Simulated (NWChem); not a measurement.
**Basis-set convergence for H3GeN**

```xyz
5

Ge    -0.3147     0.2757     0.0000
H      0.7946     1.4411     0.0000
N      0.9471    -1.0454     0.0000
H      1.9557    -0.9170     0.0000
H      0.6908    -2.0295     0.0000
```
Charge 0, spin multiplicity 1.

Program: NWChem. The geometry was optimised at B3LYP/def2-SVP, a minimum by its harmonic frequencies. It is one conformer; others weren't searched.

Quantity: dipole moment at the level PBE0.

The Hamiltonian is non-relativistic. The structure started from a generated list of species.

| basis | functions | dipole moment (D) |
|---|---|---|
| STO-3G | 26 | … |
| def2-SVP | 61 | … |
| def2-SVPD | 82 | 1.48 |
| aug-pcseg-1 | 86 | 1.46 |
| def2-TZVP | 97 | 1.51 |
| pcseg-2 | 115 | 1.48 |
| def2-TZVPP | 121 | 1.49 |
| aug-cc-pVTZ | 174 | … |
| cc-pVQZ | 213 | 1.51 |
| def2-QZVP | 222 | 1.47 |

Problem. Complete the blanks.

Solution. 
- STO-3G, dipole moment (D): 1.97
- def2-SVP, dipole moment (D): 1.82
- aug-cc-pVTZ, dipole moment (D): 1.43
